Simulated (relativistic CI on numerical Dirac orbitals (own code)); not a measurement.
Computed by Dirac-Coulomb-Breit CI, KLI orbitals optimised for each configuration, QED by a radiative potential, valence Slater integrals scaled by 0.85, P86 correlation estimate, and configurations built on the next ion tied to the tabulated ionisation energy (semi-empirical) (own radial code, finite nucleus).

Configurations in the expansion (outside the closed core [Ne]): 3s2, 3s 3d, 3s 4s, 3s 4p, 3s 3p, 3s 4d, 3s 5s, 3s 4f, 3p2, 3d2, 3p 3d, 3p 4s, 3s 5p, 3d 4s, 3s 5d, 3s 5f, 3s 5g, 4s2. Levels of other configurations are missing.

Configurations that consist of the next ion and one excited electron were tied to the tabulated ionisation energy; Rydberg ones are usually within 1,000 to 3,000 cm⁻¹ and the lowest ones within about 6,000 (9,000 in d shells), while levels on excited terms of the next ion carry the error of that term, and the other configurations can be misplaced by 10,000 cm⁻¹ or more. Rates follow the energies as ν³ (E1, M1) or ν⁵ (E2), so rates, branching and lifetimes can be off by large factors. The fine structure of a lone outer electron comes out too small, for d and f at times inverted, and misplaced configurations move strength between like terms. 60 of the 68 excited levels that our extract of the measured tables holds in this range could be paired (the sources list more); they are missed by 1109 cm⁻¹ on average and 5617 at most, and levels without a partner can miss by more.

Outline of the computed level scheme of Si III. Lowest level of each configuration: 3s2 1S_0 at 0.0000 eV; 3s 3p 3P°_0 at 6.3973 eV; 3p2 1D_2 at 15.1028 eV; 3s 3d 3D_3 at 17.7470 eV; 3s 4s 3S_1 at 19.1103 eV; 3s 4p 3P°_0 at 21.7660 eV; 3p 3d 3F°_2 at 24.6525 eV; 3s 4d 3D_3 at 25.0683 eV; 3s 4f 1F°_3 at 25.5208 eV.

Some strong electric-dipole decays among the lowest 38 levels: 3s 3d 1D_2 → 3s 3p 1P°_1 (5.3e+09 s⁻¹); 3s 3d 3D_3 → 3s 3p 3P°_2 (3.1e+09 s⁻¹); 3s 4f 3F°_4 → 3s 3d 3D_3 (2.5e+09 s⁻¹); 3s 3p 1P°_1 → 3s2 1S_0 (2.5e+09 s⁻¹); 3s 3d 3D_2 → 3s 3p 3P°_1 (2.3e+09 s⁻¹); 3s 4f 3F°_3 → 3s 3d 3D_2 (2.2e+09 s⁻¹); 3s 4f 3F°_2 → 3s 3d 3D_1 (2.1e+09 s⁻¹); 3s 4s 1S_0 → 3s 3p 1P°_1 (1.8e+09 s⁻¹).

Rates of lines that live on the mixing of spin multiplicities can be off by large factors.
